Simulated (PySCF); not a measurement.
# C3H7FSi: core ionisation energies

C3H7FSi.
SMILES with atom numbers: `[CH3:1]/[C:2]([SiH3:3])=[CH:4]/[F:5]`

Cartesian coordinates in Å at the PBE0-D3(BJ)/def2-SVP level; atoms count from 1:
```xyz
12
C3H7FSi angstrom
C     -1.0615   -1.2501   -0.0062
C     -0.0060   -0.1862   -0.1018
Si     1.8228   -0.6227    0.0179
C     -0.3439    1.0897   -0.2851
F      0.5728    2.0555   -0.3912
H     -0.9386   -2.0083   -0.7970
H     -1.0017   -1.7869    0.9546
H     -2.0765   -0.8325   -0.0971
H      1.9284   -2.0476    0.4581
H      2.4977   -0.4853   -1.3087
H      2.5292    0.2445    1.0061
H     -1.3643    1.4813   -0.3717
```

Method: PySCF, delta-SCF UKS SCAN, pcX-2 on the ionised atom, pcseg-1 elsewhere, spin-free X2C. Binding energies are ΔSCF values: E(core-ionised, relaxed orbitals) − E(ground state) at a fixed geometry, referred to the vacuum level.

Question: What binding energy does each computed site have?

Answer: 
| atom(s) | environment | level | binding energy (eV) | 2p1/2 (eV) | above the level's lowest (eV) | count |
| --- | --- | --- | --- | --- | --- | --- |
| Si3 | SiH3 silicon | Si 2p3/2 | 106.71 | 107.34 | 0.00 | 1 |
| C2 | fully substituted alkene carbon | C 1s | 290.28 | – | 0.00 | 1 |
| C1 | allylic carbon | C 1s | 291.13 | – | +0.85 | 1 |
| C4 | vinylic C–F carbon | C 1s | 292.55 | – | +2.27 | 1 |
| F5 | vinyl fluorine | F 1s | 692.97 | – | 0.00 | 1 |
| Si3 | SiH3 silicon | Si 1s | 1846.48 | – | 0.00 | 1 |

The listed C 1s values span 2.27 eV, from C2 (bonded to C (double bond), C and Si) to C4 (bonded to F, C (double bond) and H). The widest gap between neighbouring values is 1.42 eV, between 291.13 and 292.55 eV.

Question: Which effective nuclear charge Zeff reproduces each element's mean 1s value in the hydrogen-like formula E = 13.606 eV × Zeff²?

Answer: C (Z = 6): mean 291.3 eV, Zeff = 4.63, Z − Zeff = 1.37; F (Z = 9): mean 693.0 eV, Zeff = 7.14, Z − Zeff = 1.86; Si (Z = 14): mean 1846.5 eV, Zeff = 11.65, Z − Zeff = 2.35. Means run over the listed sites, weighted by atom count.

Question: Give the binding energy of C 1s of C2 in hartree and in kJ/mol.

Answer: 290.28 eV = 10.6676 Eh = 28008 kJ/mol.

For 2p shells one spin-free hole was relaxed; a mean-field spin–orbit operator and the ground-state splitting of the three 2p orbitals were then diagonalised within the shell. The shell's mean is (2 × 2p3/2 + 2p1/2)/3, and the degeneracies 2j + 1 give areas of 2:1. 2p1/2 minus 2p3/2 (ligand field included): Si 0.62 eV. Isolated species at its PBE0-D3(BJ)/def2-SVP geometry, gas phase.
